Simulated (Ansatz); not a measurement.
Basis sets compared for Li₅Al₅⁺. The state is a doublet with charge 1. Geometry PBE0-D4/def2-SVP. Ansatz on 4 threads of Arm Neoverse V2 on a shared host; times are rough, and most runs start from earlier orbitals.

Cartesian coordinates in Å:
```
Li -1.510 0.190 -1.467
Li 0.270 3.587 0.469
Li 3.336 -0.858 -1.091
Li -2.956 1.059 1.994
Li -0.310 -3.513 1.058
Al -1.591 -1.171 1.494
Al 0.563 -1.117 0.004
Al 1.411 1.243 -0.839
Al 1.145 -0.466 -2.706
Al -0.359 1.046 1.085
```

At PBE0-D4/def2-SVP, PBE0-D4/def2-TZVP the charge 1 doublet is spin-contaminated (final ⟨S²⟩ up to 1.01, 0.75 for a pure state). Another isomer (doublet) lies 1.58 eV lower at PBE0-D4/def2-TZVP; other spin states weren't run for this one.

```json
{"level": "PBE-D4/def2-SVP", "functions": "135", "energy (Eh)": "-1248.4761", "HOMO (eV)": "-6.34", "LUMO (eV)": "-5.89", "wall time": "13 s"}
{"level": "PBE0-D4/def2-SVP", "functions": "135", "energy (Eh)": "-1248.5986", "HOMO (eV)": "-6.96", "LUMO (eV)": "-5.32", "wall time": "10 s"}
```

(1) Estimate the rows for PBE-D4/def2-TZVP (with forces), PBE0-D4/def2-TZVP.

## Answers

(1) 
| level | functions | energy (Eh) | HOMO (eV) | LUMO (eV) | wall time |
| --- | --- | --- | --- | --- | --- |
| PBE-D4/def2-TZVP (with forces) | 255 | -1248.9319 | -6.28 | -5.83 | 24 s |
| PBE0-D4/def2-TZVP | 255 | -1249.0465 | -6.89 | -5.24 | 58 s |
